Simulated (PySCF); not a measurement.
C3H9FSi. Atoms are numbered in the order given.

```xyz
14

C     -1.5541     0.8973    -0.5316
Si     0.0000     0.0000     0.0227
C      1.5541     0.8973    -0.5316
C      0.0000    -1.7945    -0.5316
F      0.0000     0.0000     1.6788
H     -1.6164     0.9332    -1.6391
H     -2.4647     0.3873    -0.1567
H     -1.5678     1.9409    -0.1567
H      2.4647     0.3873    -0.1567
H      1.6164     0.9332    -1.6391
H      1.5678     1.9409    -0.1567
H      0.0000    -1.8664    -1.6391
H     -0.8969    -2.3282    -0.1567
H      0.8969    -2.3282    -0.1567
```
Charge 0, spin multiplicity 1.

Coordinates come from a PBE-D3(BJ)/def2-SVP optimisation.

Level of theory: PBE-D3(BJ)/def2-SVP (PySCF).

Frequencies are harmonic and unscaled.

Modes within 1.5 cm⁻¹ of each other (mostly degenerate sets) share a row, with their intensities summed.

Estimate the vibrational spectrum. (Estimate from the structure and the level; the computed values follow.)


```csv
mode,ν (cm⁻¹),IR (km/mol),moving atoms (share of kinetic energy)
1,130,0.0,H 100 %
2–3,151,0.0,H 97 %
4–5,184,0.1,"C 47 %, H 36 %, F 15 %"
6,223,0.1,"H 38 %, C 28 %, Si 19 %, F 14 %"
7–8,262,24.1,"F 31 %, H 25 %, C 24 %, Si 20 %"
9,594,0.0,"C 70 %, H 22 %"
10,649,0.0,"H 85 %, C 15 %"
11–12,670,1.2,"H 55 %, C 36 %, Si 8 %"
13–14,742,51.8,"H 57 %, C 28 %, Si 13 %"
15,761,1.3,"H 43 %, F 36 %, C 16 %"
16–17,838,280.0,"H 52 %, Si 26 %, C 22 %"
18,899,164.3,"Si 44 %, H 24 %, F 22 %, C 10 %"
19–20,1219,88.6,"H 76 %, C 23 %"
21,1226,14.8,"H 79 %, C 21 %"
22,1370,0.0,H 95 %
23–24,1377,0.1,H 96 %
25–26,1385,5.6,H 96 %
27,1396,11.5,H 96 %
28–29,2974,4.1,H 97 %
30,2976,0.9,H 97 %
31–32,3071,1.3,"H 91 %, C 9 %"
33,3073,12.0,"H 91 %, C 9 %"
34–36,3078,12.8,"H 91 %, C 9 %"
```
